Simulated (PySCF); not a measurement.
**Peak assignment**

Atoms are numbered as in `[CH3:1][CH:2]([CH3:3])[Si@H:4]([OH:5])[C:6]#[C:7][SiH3:8]`. Hydrogens are named by the atom that carries them.

- GIAO PBE0/pcSseg-1 shieldings
- geometry from PBE0-D3(BJ)/def2-SVP
- run in PySCF 2.14.0 with density-fitted response routines
- equivalent nuclei averaged, a single conformation, isolated molecule, non-relativistic

Shifts are taken against calculated references (same method and geometry level): ¹³C, ¹H vs TMS.

Q: Assign these signals to the numbered atoms. ¹³C{¹H} NMR (computed): δ 122.4 (C), 110.6 (C), 17.4 (CH), 16.3 (CH3), 15.7 (CH3).

A: 
| δ (ppm) | atoms | environment | reason |
| --- | --- | --- | --- |
| 122.4 | C6 | alkyne carbon | – |
| 110.6 | C7 | alkyne carbon | – |
| 17.4 | C2 | sp3 CH bonded to Si | – |
| 16.3 | C3 | methyl carbon | saturated and bonded to C and H only |
| 15.7 | C1 | methyl carbon | – |

C2 and C3; C3 and C1 lie closer than the usual error of such a calculation, so a measured spectrum could show them in the other order.

Q: Assign these signals to the numbered atoms. ¹H NMR (400 MHz, computed): δ 4.75 (d, 1H), 4.17 (s, 3H), 1.08 (br s, 1H), 1.05 (d, 3H), 0.95 (m, 3H), 0.82 (m, 1H).

A: 
```tsv
δ (ppm)	atoms	environment	reason
4.75	H(Si4)	hydrogen on a silicon bonded to 2 C, O	–
4.17	H(Si8)	hydrogen on a silicon bonded to C	–
1.08	H(O5)	hydrogen on an oxygen bonded to Si	labile proton, position sensitive to the medium
1.05	H(C3)	hydrogen on a methyl carbon	–
0.95	H(C1)	hydrogen on a methyl carbon	–
0.82	H(C2)	hydrogen on an sp3 CH bonded to Si	an electropositive neighbour shields it, as in TMS itself
```

H(O5) and H(C3); H(C3) and H(C1) lie closer than the usual error of such a calculation, so a measured spectrum could show them in the other order.

OH and NH positions are those of a molecule without intermolecular hydrogen bonds; in solution they move with solvent, concentration and temperature, and exchange usually removes their couplings. Shifts are as computed. Against solution values, carbons near 30 ppm lie about +2 ppm off and those near 130 ppm about +5 ppm. Of 1309 compounds with measured shifts, 239 miss one by over three times the rms of a fit or turn the order of signals round; such compounds aren't used in these exercises. Multiplicities follow the n + 1 count of equivalent neighbours, as no J values were calculated; m marks all less simple cases, F and P coupling included.
